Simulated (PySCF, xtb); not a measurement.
C6H8N2, SMILES Nc1ccc(N)cc1. The values are those of a single conformer.

Harmonic wavenumbers (cm⁻¹) from GFN2-xTB run with xtb 6.7.1 at its own minimum, in rising order: 138, 305, 316, 318, 348, 382, 406, 445, 482, 616, 621, 629, 684, 777, 795, 852, 883, 887, 903, 1016, 1031, 1056, 1145, 1194, 1260, 1290, 1339, 1345, 1442, 1495, 1512, 1530, 1583, 1637, 3062, 3064, 3075, 3078, 3444, 3444, 3494, 3494.

Task: What does PBE-D3(BJ)/def2-SVP (PySCF) give at its own minimum? (The exact figures need the calculation; the answer reports its results.)

Result: 142, 265, 266, 312, 345, 407, 416, 461, 498, 563, 592, 640, 711, 766, 777, 807, 846, 899, 909, 987, 1034, 1078, 1115, 1151, 1268, 1292, 1316, 1385, 1452, 1521, 1571, 1579, 1593, 1662, 3092, 3093, 3107, 3110, 3475, 3476, 3577, 3577. Paired by order, the mean absolute difference is 27 cm⁻¹ and the zero-point energies are 81.2 and 81.7 kcal/mol.
